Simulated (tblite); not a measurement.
Species: C₆H₅FO₂.
SMILES with atom numbers: `[CH3:1][C:2](=[O:3])[c:4]1[cH:5][cH:6][c:7]([F:8])[o:9]1` (hydrogens: H10, H11, H12 on C1; H13 on C5; H14 on C6)

Computed with GFN2-xTB (tblite), gas phase: L-BFGS steps from a force-field or distance-geometry start until the largest atomic force falls under 0.01 eV/Å.

Geometry at step 1:
```
atom  x, y, z in Å
C1     -2.2831    0.7638    0.1447
C2     -1.4018   -0.4166   -0.2086
O3     -1.8759   -1.4393   -0.5403
C4      0.0677   -0.2768   -0.0991
C5      1.0345   -1.2134   -0.3385
C6      2.2780   -0.5758   -0.0893
C7      1.9977    0.7036    0.3026
F8      2.8595    1.6682    0.6530
O9      0.6650    0.8961    0.3101
H10    -1.8444    1.2461    1.0179
H11    -2.2787    1.4789   -0.6914
H12    -3.3039    0.3861    0.3631
H13     0.8658   -2.2089   -0.6585
H14     3.2190   -1.0125   -0.1878
```

**Question.** What forces act on the atoms?

**Answer.** 
```csv
atom,Fx (eV/Å),Fy (eV/Å),Fz (eV/Å)
C1,0.292,0.054,0.165
C2,0.784,2.405,0.816
O3,-1.005,-2.911,-0.979
C4,0.084,0.814,0.310
C5,0.452,0.663,0.127
C6,-0.748,0.167,0.059
C7,-0.409,-0.699,-0.194
F8,-0.931,-0.404,-0.182
O9,0.153,0.395,0.044
H10,-0.243,0.160,-0.042
H11,-0.153,-0.275,0.347
H12,0.695,0.398,-0.274
H13,-0.002,-0.363,-0.120
H14,1.030,-0.405,-0.077
```

The largest, 3.23 eV/Å, acts on O3; the rms over all components is 0.756 eV/Å. The forces sum to zero within rounding, as they must for an isolated molecule in no field.

**Question.** Give the force on O3 in Eh/bohr and in nN.

**Answer.** 3.231 eV/Å ÷ 51.422 = 0.06284 Eh/bohr, and 3.231 eV/Å × 1.602 = 5.18 nN.

**Question.** How far is this geometry from the end of the optimisation?

**Answer.** 0.221 eV above it, and 0.182 Å rms away after alignment. The bonds farthest from their final lengths, with half the difference of the two atoms' forces along the bond (positive lengthens):

| bond | now (Å) | final (Å) | force along bond (eV/Å) |
| --- | --- | --- | --- |
| C2=O3 | 1.175 | 1.210 | +2.93 |
| C6–H14 | 1.042 | 1.069 | +0.93 |
| C1–H12 | 1.110 | 1.086 | -0.29 |
| C7–O9 | 1.347 | 1.327 | -0.20 |
| C7–F8 | 1.340 | 1.322 | -0.06 |
| C2–C4 | 1.480 | 1.466 | -0.44 |

The angle farthest from its final value is F8–C7–O9, 122.1° against 116.6°.

Of the 6 listed bonds off by 0.010 Å or more, this force points towards the final length in 6.

What follows is the cost of the whole relaxation. Time: 0.45 s wall. Hardware: one thread, Arm Neoverse V1 (aarch64), shared host with 32 logical CPUs at a one-minute load of 13.
